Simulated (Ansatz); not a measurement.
Gas-phase electronic energies from Ansatz, PBE0-D4/def2-TZVP geometries. CBS: MP2 limit from def2 TZ/QZ plus the TZ coupled-cluster correction, frozen cores. Functionals use def2-TZVPP. Each species was taken in one conformer, which may not be the lowest.

`CB(N)[SiH2]Cl` + `C=CN(C)[SiH3]` → `C=CN(C)[SiH2]Cl` + `CB(N)[SiH3]`  (redistribution)

(1) Is it downhill or uphill in electronic energy at CCSD(T)/CBS, and by how much? (Estimate.)

(2) What do these levels give: r2SCAN-D4, ωB97X-V, B2PLYP, r2SCAN, MP2/def2-TZVPP, SCS-MP2/def2-TZVPP, CCSD/def2-TZVPP, CCSD(T)/def2-TZVPP, HF/def2-QZVPP, MP2/def2-QZVPP, HF/CBS(def2), MP2/CBS(def2)? (Estimate.)

Largest T1 diagnostic among the species: 0.013.

Answers

(1) Computed: Downhill: ΔE = -16.4 kJ/mol.

(2) Ansatz gave: r2SCAN-D4 -17.0, ωB97X-V -15.1, B2PLYP -15.4, r2SCAN -16.9, MP2/def2-TZVPP -16.8, SCS-MP2/def2-TZVPP -15.3, CCSD/def2-TZVPP -16.3, CCSD(T)/def2-TZVPP -17.2, HF/def2-QZVPP -11.7, MP2/def2-QZVPP -16.3, HF/CBS(def2) -11.7, MP2/CBS(def2) -15.9 kJ/mol.

In def2-TZVPP, CCSD(T) changes the Hartree–Fock value by −5.4 kJ/mol (the triples alone add −0.9 kJ/mol) and MP2 by −4.9 kJ/mol.
